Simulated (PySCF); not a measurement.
Atoms are numbered as in `[CH2:1]=[CH:2][P@@+:3]([CH3:4])(/[CH:5]=[CH:6]\[CH3:7])[CH:8]1[CH2:9][CH2:10]1`. Each H is labelled by its parent atom. Ha(C1) is cis to P3; Ha(C9), Ha(C10) are cis to P3 on the ring; Hb(C1) is trans to P3; Hb(C9), Hb(C10) are trans to P3 on the ring.

Geometry: PBE0-D3(BJ)/def2-SVP; GIAO shifts from PySCF 2.14.0 with density-fitted response routines, gas phase, non-relativistic, averaged over equivalent atoms.

At HF/pcSseg-1 (257 basis functions, 32 s wall time on 1 thread of an Intel Xeon Platinum 8488C, shared host):
| atoms | δ (ppm) |
| --- | --- |
| C6 | 179.4 |
| C1 | 158.7 |
| C2 | 120.5 |
| C5 | 104.9 |
| C7 | 20.2 |
| C4 | 4.9 |
| C10 | 2.9 |
| C9 | 1.6 |
| C8 | -0.7 |
| P3 | -1.7 |
| H(C6) | 7.83 |
| Hb(C1) | 7.37 |
| Ha(C1) | 6.90 |
| H(C2) | 6.09 |
| H(C5) | 5.28 |
| H(C7) | 2.19 |
| Hb(C10) | 1.58 |
| Hb(C9) | 1.50 |
| H(C4) | 1.43 |
| Ha(C10) | 0.94 |
| Ha(C9) | 0.82 |
| H(C8) | 0.75 |

Chemical shifts δ = σref − σ; 13C (190.85 ppm), 1H (31.69 ppm) vs TMS; 31P (356.22 ppm) against H3PO4, all at this level.

Question: What do these become at PBE0/pcSseg-1?

Answer: 
```csv
atoms,δ at PBE0/pcSseg-1,change
C6,176.1,-3.3
C1,156.1,-2.6
C2,125.1,+4.6
C5,109.4,+4.5
C7,24.0,+3.8
C4,5.1,+0.2
C10,7.2,+4.3
C9,5.8,+4.2
C8,7.7,+8.4
P3,-5.1,-3.4
H(C6),7.72,-0.11
Hb(C1),7.24,-0.13
Ha(C1),6.82,-0.08
H(C2),6.31,+0.22
H(C5),5.49,+0.21
H(C7),2.27,+0.08
Hb(C10),1.61,+0.03
Hb(C9),1.54,+0.04
H(C4),1.44,+0.01
Ha(C10),1.05,+0.11
Ha(C9),0.94,+0.12
H(C8),1.19,+0.44
```

δ = σ(ref) − σ, references computed at the same level: 13C (σ = 184.41 ppm), 1H (σ = 31.27 ppm) against TMS; 31P (σ = 310.13 ppm) against H3PO4.

The largest change is at C8 (three-membered-ring carbon). Cost: 257 basis functions, 79 s wall time on 1 thread of an Intel Xeon Platinum 8488C, shared host. The order of the carbon signals changes between the two levels.

Experimental scales use liquid or dissolved standards, which lie at an offset from isolated H3PO4.
